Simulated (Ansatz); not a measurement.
The same ligand exchange along the group F, Cl, Br.

Program: Ansatz. Geometries: PBE0-D4/def2-TZVP. ΔE: electronic, gas phase. CBS: MP2 limit from def2 TZ/QZ plus the TZ coupled-cluster correction, frozen cores. This one scheme is used for every species. DFT in def2-TZVPP. For Br outer-core shells are correlated without core-valence functions, which leaves a few kJ/mol of doubt a bond. Scalar relativity is left out up to krypton. Each species was taken in one conformer, which may not be the lowest.

```csv
reaction,CCSD(T)/def2-SVP (kJ/mol),HF/CBS(def2) (kJ/mol),r2SCAN-D4 (kJ/mol),RPA@PBE/def2-TZVPP (kJ/mol)
`F[Si]N([SiH3])[SiH3]` + NH₃ → `N[Si]F` + `[SiH3]N[SiH3]`,8,-13,3,7
`[SiH3]N([SiH3])[Si]Cl` + NH₃ → `N[Si]Cl` + `[SiH3]N[SiH3]`,3,-23,-1,4
`[SiH3]N([SiH3])[Si]Br` + NH₃ → `N[Si]Br` + `[SiH3]N[SiH3]`,-1,-25,-2,3
```

Question: Give the CCSD(T)/CBS values in the same order. (An estimate is asked.)

Answer: Computed: 6, 3, 4 kJ/mol.

Largest T1 diagnostic: 0.014, for `F[Si]N([SiH3])[SiH3]`.
